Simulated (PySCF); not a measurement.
**Sn (tin, neutral): UHF calculation**

Configuration: [Kr] 4d10 5s2 5p2, high-spin 3P determinant. All numbers are calculated (PySCF 2.14, scalar relativity through the core potential, in cc-pVDZ-PP with ECP28MDF (4s3p2d, 23 functions)).

* Total energy: -213.334807 hartree
* One-electron energy: -376.1119 hartree
* Hartree (Coulomb) energy: 179.9115 hartree
* Exchange energy: -17.1344 hartree
* ⟨S²⟩: 2.0102
* ⟨L²⟩: 2.026
* Sum of ⟨r⟩: 29.38 bohr
* Sum of ⟨r²⟩: 58.53 bohr²
* Traceless quadrupole moment −½Σ⟨3z² − r²⟩ along its main axis: 4.73 e·bohr²
* Time after the integrals: 0.22 s of wall time on 1 thread of Neoverse-V1 (shared host)

```tsv
shell	electrons	mean orbital energy (eV)	spread (eV)	rms radius, mean of both spins (bohr)
4s α	1	-159.43	0	0.879
4s β	1	-159.25	0	0.879
4p α	3	-110.06	0.124	0.953
4p β	3	-109.88	0.433	0.953
4d α	5	-35.610	0.321	1.18
4d β	5	-35.425	0.512	1.18
5s α	1	-15.584	0	2.65
5s β	1	-12.002	0	2.65
5p α	2	-7.229	0	3.43
```

Energies and moments cover only the electrons outside the core potential.
